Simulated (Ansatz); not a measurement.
Molecule: sum formula SiN3H6Cl, charge 0, multiplicity 1. SMILES: N[Si](N)(N)Cl
Coordinates optimised at B3LYP-D3(BJ)/def2-TZVP (Ansatz, a first-principles code):
```
Si
N 1 1.7036
H 2 1.0067 1 119.06
H 2 1.0068 3 112.37 1 -152.40
N 1 1.7036 2 110.19 3 124.01
H 5 1.0066 1 119.06 2 1.60
H 5 1.0067 6 112.38 1 -152.47
N 1 1.7038 2 110.10 3 2.24
H 8 1.0067 1 118.98 2 124.17
H 8 1.0068 9 112.34 1 -152.12
Cl 1 2.1018 2 108.83 3 -116.92
```
Charge 0, spin multiplicity 1.

Quantity: vertical ionisation energy (to the doublet state of charge +1; each state is the SCF solution reached for its spin; for the doublet the Hartree-Fock reference is unstable and T1 is 0.016), in eV. Correlated levels leave the core frozen unless marked. UHF or UKS for open shells. No spin-orbit coupling. Non-relativistic.  The program attaches cautions to a run behind CCSD/aug-cc-pV(T+d)Z: other roots.

| level | program | vertical ionisation energy (eV) |
|---|---|---|
| HF/aug-cc-pV(Q+d)Z | Ansatz | 8.71 |
| B3LYP/def2-TZVPD | Ansatz | 9.39 |
| PBE0/def2-TZVPD | Ansatz | 9.44 |
| B2PLYP/def2-TZVPD | Ansatz | 9.91 |
| RI-MP2/aug-cc-pV(Q+d)Z | Ansatz | 10.35 |
| SCS-MP2/aug-cc-pV(D+d)Z | Ansatz | 10.05 |
| CCSD/aug-cc-pV(D+d)Z | Ansatz | 9.86 |
| CCSD/aug-cc-pV(T+d)Z | Ansatz | 10.12 |
| CCSD(T)/aug-cc-pV(D+d)Z | Ansatz | 9.89 |
